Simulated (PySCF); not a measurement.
**C₆ coefficients of unlike pairs at UHF**

Calculated with PySCF 2.14 from the dipole response of each species, C₆(A,B) = (3/π) ∫ α_A(iu) α_B(iu) du, in atomic units, from isotropic polarisabilities. For ions this is the dispersion term alone; charge-induced terms of lower order in 1/R come first.

```csv
species,configuration,basis,relativity,α (bohr³),C₆ (like pair)
I,[Kr] 4d10 5s2 5p5 (2P),aug-cc-pVQZ-PP with ECP28MDF (7s7p5d3f2g),core potential,31.93,342.6
Sr²⁺,[Kr] (1S),dyall-av2z (22s16p11d),none,5.860,28.50
Si²⁺,[Ne] 3s2 (1S),aug-cc-pV(Q+d)Z (7s6p5d3f2g),none,12.59,44.98
C,[He] 2s2 2p2 (3P),"aug-cc-pCVTZ-DK with one added diffuse shell each of s, p, d, f type (8s7p5d3f)",spin-free X2C,11.97,46.44
```

Problem. Estimate C₆ for C with Sr²⁺.

Solution. The integral gives 33.57. The combination rule 2 C_A C_B / (C_A α_B/α_A + C_B α_A/α_B) gives 32.70 and the geometric mean 36.38.

No spin-orbit coupling is included.

The other pairs:

```csv
pair,C₆
"C, Si²⁺",45.46
"Si²⁺, I",123.4
"C, I",126.1
"Si²⁺, Sr²⁺",31.57
"Sr²⁺, I",91.44
```
